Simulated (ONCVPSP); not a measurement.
Pseudopotential generation for Ta: ONCV, PBE, scalar-relativistic.

| Quantity | Value |
| --- | --- |
| Element | Ta (Z = 73) |
| Generator | ONCVPSP 4.0.1 |
| Type | optimised norm-conserving Vanderbilt (ONCV) |
| Functional | PBE |
| Relativity | scalar-relativistic |
| Frozen core | [Kr] 4d10 4f14 |
| Valence charge | 13 |
| Reference configuration | 5s2 5p6 5d2 (charge +3) |
| Partial waves | 5s: rc 1.05 bohr, ncon 5, nbas 8, qcut 5.2 1/bohr, 3 projectors, debl 1.7 Ha; 5p: rc 1.20 bohr, ncon 4, nbas 7, qcut 8.1 1/bohr, 2 projectors, debl 1.9 Ha; 5d: rc 2.65 bohr, ncon 4, nbas 8, qcut 4.6 1/bohr, 2 projectors, debl 1.7 Ha |
| Local potential | polynomial inside 0.90 bohr (lpopt 5, dvloc0 2 Ha) |
| Core correction | none |

In the s channel the program set the typed energies aside and used -3.713, 0.250, 1.950 Ha. In the p channel the program set the typed energies aside and used -2.468, 0.250 Ha.

* Cutoffs needed: 87 Ha and 130 Ha (the cutoffs (Ha) at which the residual kinetic energy of the hardest occupied pseudo-wave falls to 1 and 0.1 mHa per electron)
* Ghost test: ghosts flagged at negative energy: s at -554.0 eV; GHOST(+) flagged for d at 161.4 eV, p at 181.7 eV, s at 449.4 eV; a true bound ghost makes a file unfit for plane-wave use
* Largest excitation error: +57 meV (all-electron minus pseudo) for 5s2 5p6 5d3 6s2, out of 4 test configurations
